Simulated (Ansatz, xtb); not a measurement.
Two structures of BGeH7SSi

Structure a: a singlet given by its coordinates. Structure b: `[BH2][GeH2][SiH2]S`, a singlet. Both are isolated molecules in the gas phase, relaxed with B3LYP/def2-SVP; the shapes shown needn't be the lowest conformers.

a (Å):

```xyz
11

B     1.3546    0.4543    1.4954
Ge   -0.0508    1.2425    0.1891
S     0.5310   -1.1269    0.5918
Si    0.1403    1.4104   -2.2086
H     2.4848    0.5674    1.0947
H     1.0886    0.5242    2.6668
H    -1.5605    1.2194    0.5696
H    -0.0247    2.8431   -2.5968
H    -0.9029    0.6029   -2.9045
H     1.4949    0.9481   -2.6261
H    -0.5120   -1.3388    1.4289
```

Close contacts (Å): B1–Ge2 2.07, B1–S3 2.00, Ge2–S3 2.47, Ge2–Si4 2.41, B1–H5 1.20, B1–H6 1.20, Ge2–H7 1.56, S3–H11 1.35, Si4–H8 1.49, Si4–H9 1.49, Si4–H10 1.49.

b (Å):

```xyz
11

B     0.5801   -1.6355    0.3984
Ge   -0.8792   -0.2185    0.7269
S     2.0132    1.1428    2.7276
Si    0.3423    1.7323    1.4589
H     0.8523   -2.4513    1.2413
H     1.2176   -1.6211   -0.6236
H    -1.6847    0.1721   -0.5351
H    -1.8887   -0.5932    1.8378
H    -0.5426    2.7250    2.1394
H     1.0038    2.3988    0.3016
H     1.2630    0.4500    3.6170
```

Which of the two would you expect CCSD(T)/def2-SVP + ΔMP2/def2-TZVPP electronic energies to favour?

Structure a; the calculation gives E(b) − E(a) = +8.4 kcal/mol.

How the difference moves with the method:

```csv
level,geometry,E(b) − E(a) (kcal/mol),departure from the last row (kcal/mol),"job, with rough time for the two"
B3LYP/def2-SVP,B3LYP/def2-SVP,+9.0,+0.6,"optimisation, 5.8 min"
HF/def2-SVP,B3LYP/def2-SVP,−4.0,−12.4,part of the CCSD(T) run
MP2/def2-SVP,B3LYP/def2-SVP,+9.7,+1.3,part of the CCSD(T) run
CCSD(T)/def2-SVP,B3LYP/def2-SVP,+9.1,+0.7,single point
CCSD(T)/def2-SVP + ΔMP2/def2-TZVPP,B3LYP/def2-SVP,+8.4,,"single point, 1.7 min"
```

HF/def2-SVP puts the two in the other order. The largest departure from CCSD(T)/def2-SVP + ΔMP2/def2-TZVPP is that of HF/def2-SVP, 12.4 kcal/mol. Levels run at GFN2-xTB geometries aren't shown. The last row adds to CCSD(T) the change of the MP2 difference between the two basis sets, here −0.7 kcal/mol.

With thermal terms from frequencies at re-optimised GFN2-xTB minima (ideal gas, soft modes damped towards free rotors, one conformer each, 298.15 K, 1 atm): the zero-point term adds −0.8 kcal/mol; ΔH is +8.2 and ΔG +6.9 kcal/mol.

The correlated steps freeze 20 core orbitals; the filled d shell of Ge is correlated, in a basis made for valence electrons. Programs: Ansatz 0.2.0, xtb 6.7.1; the last row on 2 threads of AMD EPYC (Zen 3) on a shared host.
